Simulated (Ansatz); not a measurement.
Calculated with Ansatz (gas phase, PBE0-D4/def2-TZVP geometries, no zero-point term in ΔE). CBS: MP2 limit from def2 TZ/QZ plus the TZ coupled-cluster correction, frozen cores. Functionals use def2-TZVPP. B3LYP here is the variant with VWN-RPA as its local correlation; programs differ in this. Elements past krypton have def2 core potentials. For Te outer-core shells are correlated without core-valence functions, which leaves a few kJ/mol of doubt a bond. Each species was taken in one conformer, which may not be the lowest.

`C[SiH2]C(O)(F)F` + `[SiH3][TeH]` → `C[SiH2][Te][SiH3]` + `OC(F)F`  (ligand exchange at the Si–C bond)

| level | ΔE (kJ/mol) | difference from CCSD(T)/CBS |
| --- | --- | --- |
| PBE-D4 | -93.6 | 3.9 |
| r2SCAN-D4 | -92.3 | 5.2 |
| B3LYP-D4 | -90.2 | 7.3 |
| ωB97X-V | -87.9 | 9.6 |
| ωB97M-V | -88.1 | 9.4 |
| B2PLYP | -91.2 | 6.3 |
| PBE | -89.8 | 7.7 |
| PBE0 | -96.7 | 0.8 |
| HF/def2-TZVPP | -95.0 | 2.5 |
| SCS-MP2/def2-TZVPP | -99.8 | -2.3 |
| CCSD(T)/def2-TZVPP | -94.2 | 3.3 |
| MP2/def2-QZVPP | -108.9 | -11.4 |
| SCS-MP2/def2-QZVPP | -101.5 | -4.0 |
| HF/CBS(def2) | -94.8 | 2.7 |
| MP2/CBS(def2) | -110.4 | -12.9 |
| CCSD/CBS(def2) | -96.5 | 1.0 |
| CCSD(T)/CBS | -97.5 | 0 |

Largest T1 diagnostic among the species: 0.012.

The D4 term adds −6.5 kJ/mol with B3LYP and −3.7 kJ/mol with PBE0; it sums over pairs of atoms, weighted by their polarisabilities, and B3LYP, whose exchange is more repulsive, gets the larger term. From PBE to PBE0 (25 % exact exchange), in def2-TZVPP and without D4, ΔE moves by −6.9 kJ/mol.
